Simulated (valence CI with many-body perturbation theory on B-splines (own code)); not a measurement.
# Level structure of Lu XXXIX

Level of theory: valence CI with perturbative core correlation (CI+MBPT): five valence electrons over a frozen Dirac-Fock core [Ar] 3d10, radial functions for each j: 9 s, 9 p, 8 d, 6 f, 3 g, 1 h, with the one-electron correlation potential Σ1, the two-electron term Σ2, the three-electron term Σ3, Breit, model QED; selected CI, second order for the rest, scaled by the run's own slope (own B-spline code, finite nucleus).

No measured spectrum was set against this ion. As an estimate, large intervals hold to a few tenths of a per cent, small ones and those within an open d or f shell to about a per cent. Among the levels kept, up to 770 cm⁻¹ of a level comes from second order outside the variational space, and about a tenth of that is noise between levels of different J, which matters for small intervals.

Levels 1 to 42 of 42, with energies above the lowest level, (4s^2 4p1/2^2 4p3/2) J=3/2. "Leading %" is the weight of the configuration and term that name the level; weights of strongly mixed levels are sums over their largest components and can fall short, so below about 35 % the name and the second component can differ from the true leading terms, or belong to a minority configuration. In the jj column 3d3/2^4 stands for four electrons in 3d with j = 3/2. Lifetimes count E1, E2, E3, M1 and M2 decay at the calculated energies, and are blank where another channel may lead or the interval is too uncertain; long ones can be off by a factor of two.

```
No.  Configuration  Term    J  E (cm⁻¹)  Leading %  Lifetime      g  Second component                     Leading jj
  1         4s²4p³   ²P°  3/2         0         46            1.372   27 % 4s²4p³ ⁴S°      4s^2 4p1/2^2 4p3/2 (99 %)
  2         4s²4p³   ⁴S°  3/2    567750         54    280 ns  1.452   45 % 4s²4p³ ²D°      4s^2 4p1/2 4p3/2^2 (98 %)
  3         4s²4p³   ²D°  5/2    609170         99   1.37 μs  1.196                        4s^2 4p1/2 4p3/2^2 (99 %)
  4         4s²4p³   ²P°  1/2    661190         99    404 ns  0.660                        4s^2 4p1/2 4p3/2^2 (99 %)
  5       4s²4p²4d    ²D  3/2   1152800         36    157 ps  0.798  34 % 4s²4p²4d ⁴F      4s^2 4p1/2^2 4d3/2 (95 %)
  6         4s²4p³   ²P°  3/2   1236300         52    141 ns  1.299   28 % 4s²4p³ ²D°            4s^2 4p3/2^3 (98 %)
  7          4s4p⁴    ⁴P  5/2   1260000         51   89.0 ps  1.427     17 % 4s4p⁴ ²D      4s 4p1/2^2 4p3/2^2 (68 %)
  8          4s4p⁴    ⁴P  5/2   1370600         20   3.73 ps  1.260  19 % 4s²4p²4d ²D      4s^2 4p1/2^2 4d5/2 (67 %)
  9          4s4p⁴    ²S  1/2   1409600         56   5.21 ps  2.136     32 % 4s4p⁴ ⁴P      4s 4p1/2^2 4p3/2^2 (92 %)
 10          4s4p⁴    ²P  3/2   1427800         35   2.62 ps  1.163     35 % 4s4p⁴ ²D      4s 4p1/2^2 4p3/2^2 (84 %)
 11       4s²4p²4d    ⁴F  3/2   1719200         35   26.4 ps  0.922  27 % 4s²4p²4d ⁴D  4s^2 4p1/2 4p3/2 4d3/2 (94 %)
 12       4s²4p²4d    ²F  5/2   1719400         46    156 ps  0.966  45 % 4s²4p²4d ⁴F  4s^2 4p1/2 4p3/2 4d3/2 (97 %)
 13       4s²4p²4d    ⁴D  1/2   1722700         78    134 ps  0.227  14 % 4s²4p²4d ²P  4s^2 4p1/2 4p3/2 4d3/2 (97 %)
 14       4s²4p²4d    ²G  7/2   1760600         45   14.7 ns  1.054  27 % 4s²4p²4d ²F  4s^2 4p1/2 4p3/2 4d3/2 (94 %)
 15          4s4p⁴    ⁴P  3/2   1824000         41    111 ps  1.503  25 % 4s²4p²4d ²P  4s^2 4p1/2 4p3/2 4d5/2 (50 %)
 16       4s²4p²4d    ⁴D  7/2   1849500         47   1.64 ns  1.311  36 % 4s²4p²4d ⁴F  4s^2 4p1/2 4p3/2 4d5/2 (99 %)
 17       4s²4p²4d    ²F  5/2   1861500         28   8.13 ps  1.170     20 % 4s4p⁴ ²D  4s^2 4p1/2 4p3/2 4d5/2 (65 %)
 18       4s²4p²4d    ²D  5/2   1870800         35    928 fs  1.258  19 % 4s²4p²4d ⁴P  4s^2 4p1/2 4p3/2 4d3/2 (73 %)
 19       4s²4p²4d    ²D  3/2   1877200         34    672 fs  1.191  24 % 4s²4p²4d ²P  4s^2 4p1/2 4p3/2 4d3/2 (85 %)
 20       4s²4p²4d    ⁴P  1/2   1880900         35    857 fs  1.626  34 % 4s²4p²4d ²P  4s^2 4p1/2 4p3/2 4d3/2 (87 %)
 21       4s²4p²4d    ²G  9/2   1895100         58            1.198  40 % 4s²4p²4d ⁴F  4s^2 4p1/2 4p3/2 4d5/2 (98 %)
 22       4s²4p²4d    ⁴D  3/2   1968300         25   2.95 ps  1.209     21 % 4s4p⁴ ⁴P  4s^2 4p1/2 4p3/2 4d5/2 (49 %)
 23       4s²4p²4d    ²S  1/2   1990100         33   2.56 ps  1.502  20 % 4s²4p²4d ²P  4s^2 4p1/2 4p3/2 4d5/2 (58 %)
 24       4s²4p²4d    ²F  5/2   1992200         28   1.56 ps  1.195  16 % 4s²4p²4d ⁴P  4s^2 4p1/2 4p3/2 4d5/2 (66 %)
 25       4s²4p²4d    ²F  7/2   1993000         48   2.68 ps  1.104  27 % 4s²4p²4d ²G  4s^2 4p1/2 4p3/2 4d5/2 (89 %)
 26       4s²4p²4d    ²D  3/2   2020700         35   2.24 ps  1.146  34 % 4s²4p²4d ²P  4s^2 4p1/2 4p3/2 4d5/2 (77 %)
 27          4s4p⁴    ²D  5/2   2037000         39   1.59 ps  1.253  28 % 4s²4p²4d ²D  4s^2 4p1/2 4p3/2 4d5/2 (48 %)
 28          4s4p⁴    ²P  3/2   2093600         38   1.32 ps  1.064     29 % 4s4p⁴ ²D        4s 4p1/2 4p3/2^3 (71 %)
 29       4s²4p²4d    ²P  1/2   2109700         38   1.12 ps  1.170     32 % 4s4p⁴ ²P        4s 4p1/2 4p3/2^3 (49 %)
 30        4s4p³4d   ⁴D°  5/2   2430000         28   33.5 ps  1.292  25 % 4s4p³4d ⁶D°  4s 4p1/2^2 4p3/2 4d3/2 (92 %)
 31       4s²4p²4d    ²D  3/2   2435400         35    817 fs  1.176  26 % 4s²4p²4d ⁴P      4s^2 4p3/2^2 4d3/2 (90 %)
 32       4s²4p²4d    ⁴P  1/2   2435700         42    921 fs  1.583  26 % 4s²4p²4d ²P      4s^2 4p3/2^2 4d3/2 (88 %)
 33        4s4p³4d   ⁶D°  3/2   2436300         32   21.0 ps  1.360  18 % 4s4p³4d ⁴D°  4s 4p1/2^2 4p3/2 4d3/2 (93 %)
 34        4s4p³4d   ⁴P°  1/2   2436500         42   38.9 ps  2.562  38 % 4s4p³4d ⁶D°  4s 4p1/2^2 4p3/2 4d3/2 (93 %)
 35       4s²4p²4d    ²D  5/2   2441500         29    937 fs  1.199  20 % 4s²4p²4d ⁴D      4s^2 4p3/2^2 4d3/2 (86 %)
 36        4s4p³4d   ⁴F°  7/2   2453300         25   68.4 ps  1.307  24 % 4s4p³4d ⁶D°  4s 4p1/2^2 4p3/2 4d3/2 (81 %)
 37       4s²4p²4d    ²F  7/2   2457400         45   1.27 ps  1.201  23 % 4s²4p²4d ⁴D      4s^2 4p3/2^2 4d3/2 (68 %)
 38       4s²4p²4d    ²P  1/2   2473500         45    283 ps  1.319  22 % 4s²4p²4d ²S      4s^2 4p3/2^2 4d5/2 (75 %)
 39       4s²4p²4d    ²F  7/2   2481200         61   3.53 ps  1.152  20 % 4s²4p²4d ⁴D      4s^2 4p3/2^2 4d5/2 (72 %)
 40       4s²4p²4d    ⁴F  9/2   2485300         58    240 ns  1.239  40 % 4s²4p²4d ²G      4s^2 4p3/2^2 4d5/2 (98 %)
 41       4s²4p²4d    ²D  3/2   2520400         65    994 fs  0.893  10 % 4s²4p²4d ²P      4s^2 4p3/2^2 4d3/2 (88 %)
 42        4s4p³4d   ⁴F°  3/2   2523700         27   5.55 ps  0.975  17 % 4s4p³4d ²D°  4s 4p1/2^2 4p3/2 4d3/2 (76 %)
```

Where two levels of one J and parity lie close, their mixing, g and order are uncertain.

The ionisation energy to 4s²4p² ³P0 of the next ion comes out as 1748.9 eV (NIST: 1747 ± 4 eV (theoretical)). All 42 levels together are meant to be complete up to 2532800 cm⁻¹.
